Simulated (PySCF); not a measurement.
A geometry optimisation on F3H4NSiSn.

Computed with PBE0-D3(BJ)/def2-SVP geometry optimisation, gas phase, def2 core potentials past Kr (PySCF 2.14.0). Start geometry: GFN2-xTB. A driver script takes a list of jobs; this job's settings line and coordinates (Å) are shown.

Input:
```
{"job": {"xc": "PBE0", "basis": "def2-SVP", "d3": "d3bj", "grid": 1, "maxiter": 30, "shake": 0.03, "kind": "geom"}, "charge": 0, "multiplicity": 1}
Sn    -0.590640     1.335260    -0.264890
F     -2.182280     0.911460    -1.408230
F     -1.509250     1.746470     1.417530
F      0.088450     3.113080    -0.970620
N      0.797840     0.035260    -0.203880
Si     0.535240    -1.544610     0.476320
H      1.372180     0.084620    -1.028970
H     -0.382170    -2.314700    -0.305680
H      0.107820    -1.325790     1.915840
H      1.887470    -2.117820     0.377000
```

Output:
```
step   0  E = -859.71348005  max force = 0.076023
step   1  E = -859.72886470  max force = 0.027333
step   2  E = -859.73038780  max force = 0.019480
step   3  E = -859.73246073  max force = 0.003137
step   4  E = -859.73272091  max force = 0.002175
step   5  E = -859.73298978  max force = 0.002291
step   6  E = -859.73317332  max force = 0.001859
step   7  E = -859.73342760  max force = 0.002149
step   8  E = -859.73365889  max force = 0.001218
step   9  E = -859.73392866  max force = 0.000967
step  10  E = -859.73406907  max force = 0.001200
step  11  E = -859.73412653  max force = 0.000969
step  12  E = -859.73416223  max force = 0.000593
step  13  E = -859.73418338  max force = 0.001054
step  14  E = -859.73419633  max force = 0.001132
step  15  E = -859.73421120  max force = 0.001370
step  16  E = -859.73423478  max force = 0.000746
step  17  E = -859.73424543  max force = 0.000420
optimisation converged
```

Energies in Eh; «max force» is the largest Cartesian gradient component in Eh/bohr.

Give the first gradient maximum in eV/Å.

With 1 Eh/bohr = 51.422 eV/Å, 3.909 eV/Å.

How much energy does the optimisation release, in kJ/mol?

E(step 0) − E(last step) = 0.020765 Eh, which is 54.5 kJ/mol.

In short: final energy -859.73425 Eh after 17 steps; dipole 3.57 D.

The run took 2.1 min on an Intel Xeon Platinum 8488C with one thread (shared host), and the process peaked at 0.49 GiB of memory.
Labels such as C1 count atoms from 1, the log's own numbers from 0.
